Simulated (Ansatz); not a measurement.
Start from `[CH3][In]([CH3])[SH]` and change one atom or group to get `[CH3][In]([CH3])[SeH]`.

Ansatz, PBE0-D4/def2-TZVP geometries, multiplicity 1. Each molecule was computed in one conformer, which needn't be the lowest.

Elements past krypton have def2 core potentials. Scalar relativity is left out up to krypton. Spin–orbit coupling is left out; it splits and shifts lone-pair levels of the heavy atoms by tenths of an eV.

```tsv
property	`[CH3][In]([CH3])[SH]`
HOMO–LUMO gap (ωB97M-V/def2-TZVPP) / eV	9.70
LUMO energy (PBE/def2-TZVPP) / eV	-1.66
LUMO energy (PBE0/def2-TZVPP) / eV	-0.95
HOMO energy (PBE/def2-TZVPP) / eV	-5.87
LUMO energy (B3LYP/def2-TZVPP) / eV	-1.22
HOMO–LUMO gap (B3LYP/def2-TZVPP) / eV	5.57
```

What does the change do to each property? (Estimate.)

Ansatz gave: 
```json
{"property": "HOMO–LUMO gap (ωB97M-V/def2-TZVPP) / eV", "`[CH3][In]([CH3])[SeH]`": "9.28", "shift": "-0.42"}
{"property": "LUMO energy (PBE/def2-TZVPP) / eV", "`[CH3][In]([CH3])[SeH]`": "-1.70", "shift": "-0.04"}
{"property": "LUMO energy (PBE0/def2-TZVPP) / eV", "`[CH3][In]([CH3])[SeH]`": "-1.01", "shift": "-0.06"}
{"property": "HOMO energy (PBE/def2-TZVPP) / eV", "`[CH3][In]([CH3])[SeH]`": "-5.65", "shift": "0.22"}
{"property": "LUMO energy (B3LYP/def2-TZVPP) / eV", "`[CH3][In]([CH3])[SeH]`": "-1.27", "shift": "-0.05"}
{"property": "HOMO–LUMO gap (B3LYP/def2-TZVPP) / eV", "`[CH3][In]([CH3])[SeH]`": "5.23", "shift": "-0.34"}
```

With PBE0 the HOMO rises by 0.31 eV and the LUMO falls by 0.06 eV, so the gap narrows by about 0.37 eV. PBE moves the HOMO by 0.22 eV and ωB97M-V by 0.37 eV.

Positive LUMOs are unbound, so they and the gaps depend on the basis.

B3LYP here is the variant with VWN-RPA as its local correlation; programs differ in this.
